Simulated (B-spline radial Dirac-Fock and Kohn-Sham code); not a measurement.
Spin-orbit splitting of the 4d hole in neutral atoms, Nd to Bi. Level of theory: Dirac-Fock energy differences between relaxed states, corrected for Breit and QED terms; a radial atomic solver.

```
 Z  element  4d3/2 (eV)  4d5/2 (eV)  splitting (eV)
60       Nd       128.4       124.5           3.908
61       Pm       135.2       130.9           4.295
62       Sm       142.1       137.4           4.707
63       Eu       148.9       143.8           5.147
64       Gd       163.7       158.0           5.674
65       Tb       162.9       156.8           6.113
66       Dy       170.0       163.3           6.642
67       Ho       177.1       169.9           7.203
68       Er       184.4       176.6           7.798
69       Tm       191.8       183.4           8.430
70       Yb       199.3       190.2           9.098
71       Lu       215.5       205.7           9.854
72       Hf       232.4       221.7           10.67
73       Ta       249.8       238.3           11.55
74        W       267.9       255.4           12.48
75       Re       286.5       273.1           13.48
76       Os       305.8       291.2           14.54
79       Au       363.0       344.8           18.18
80       Hg       388.4       368.9           19.52
81       Tl       416.7       395.8           20.94
82       Pb       445.9       423.5           22.43
83       Bi       476.0       452.0           24.02
```

Problem. How does the splitting scale with Z?

Solution. A power law fitted over this range goes as Z^5.58. A fit of the fourth root gives (Z − 20.2)⁴, with a largest misfit of 2.7 %.

Values without a named source are computed, but for edge energies of neutral atoms, which are taken from tables.
